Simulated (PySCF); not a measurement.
# ScI₃: from structure and modes to constants

All numbers come from PBE0/[Sc def2-SVP, I def2-SVP with ECP28], scalar-relativistic core potentials, density fitting, no spin–orbit coupling, PySCF.

The singlet minimum has D3h symmetry. Masses (u): Sc 44.95591, I 126.90447.

```xyz
4
charge 0 multiplicity 1, angstrom
Sc    0.0000    0.0000    0.0000
I     2.6325    0.0000    0.0000
I    -1.3162    2.2798    0.0000
I    -1.3163   -2.2798    0.0000
```

Harmonic wavenumbers (cm⁻¹): 41.9 (e', ×2), 54.6 (a2'', ×1), 152.2 (a1', ×1), 334.7 (e', ×2).

(1) Find the vibrational entropy and heat capacity at 298.15 K.

(2) Give the standard entropy (298.15 K, 1 bar) by its translational, rotational, vibrational and spin parts, and Cp.

Answers

(1) With u = 1.43878 ω/T, each mode gives S = R[u/(eᵘ−1) − ln(1−e⁻ᵘ)] and C = R u² eᵘ/(eᵘ−1)².
```
  ω (cm⁻¹)      u  S (J/(mol K))  C (J/(mol K))
 41.9 (×2)  0.202          21.62           8.29
      54.6  0.263          19.43           8.27
     152.2  0.734          11.06           7.95
334.7 (×2)  1.615           5.18           6.72
```
The sums over all modes are S = 84.1 and C = 46.2 J/(mol K); the softest mode gives 26 % of the entropy (each member, where degenerate).

(2) Sackur–Tetrode with M = 425.67 u gives 184.4; rotation with symmetry number 6 gives 126.1; vibration 84.1; spin R ln 1 = 0.0. The total is 394.6 J/(mol K), and Cp = 4 R + 46.2 = 79.5 J/(mol K).

Other isomers or separated fragments may lie lower.
